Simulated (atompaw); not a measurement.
# What one change does to a pseudopotential (calcium, PAW (atompaw))

atompaw 4.2.0.5 input, output lines left out:

```
Ca 20
GGA-PBESOL scalarrelativistic loggrid 1500 logderivrange -6 5 276
4 4 3 0 0 0
4 0 1.5
4 1 0
3 2 0
0 0 0
c
c
v
v
c
v
v
v
2
2.70 2.10 1.95 2.00
n
n
y
0.25
n
bloechl sinc
3 0 troulliermartins
```

Change: local potential ultrasoft scheme with l = 3 at 0 Ry, radius 1.95 bohr.

Cutoffs: the cutoffs (Ry, on a coarse ladder) from which the occupation-weighted sum of valence levels, in a spherical-Bessel basis at the reference potential, stays within 10 and 1 mRy of its value at 400 Ry; they do not see the model core or the augmentation charge, which bear on the density cutoff.

**Question.** What does the change do?

**Answer.** The potential gets softer (35 Ry and 55 Ry → 25 Ry and 35 Ry); neither file shows a bound ghost.

```tsv
quantity	base	changed
cutoff, loose	35 Ry	25 Ry
cutoff, tight	55 Ry	35 Ry
loose cutoff by channel (10 mRy a level)	s 18 Ry, p 25 Ry	s 18 Ry, p 21 Ry
bound ghosts	none	none
s: phases at 2.72 bohr within 0.05 rad from the reference energy up to (Ry; the scan ends near 5)	2.6	3.3
p: phases at 2.72 bohr within 0.05 rad from the reference energy up to (Ry; the scan ends near 5)	to the end of the scan	to the end of the scan
d: phases at 2.72 bohr within 0.05 rad from the reference energy up to (Ry; the scan ends near 5)	1.9	1.8
lowest overlap eigenvalue by channel	s 0.45, p 0.93, d 1.00	s 0.61, p 0.91, d 1.00
```

 The cutoffs see the waves, projectors and local potential, not the compensation charge or the core.
